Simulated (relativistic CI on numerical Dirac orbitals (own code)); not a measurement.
Input to a radial Dirac CI calculation:

```
atom Bi  Z=83  charge=81  electrons=2
nucleus A=209  rms_radius_fm=5.5211
hamiltonian dirac-coulomb  breit=on  qed=on  c_scale=1
orbitals kli  potential=per-configuration
slater_scale 0.85
correlation none
mixing on
configurations
  1s2
  1s 2p
  1p 2p
  1s 1p
end
```

How did the run end?

The self-consistent field of one configuration failed: SCF of 1p 2p ended with code -1.
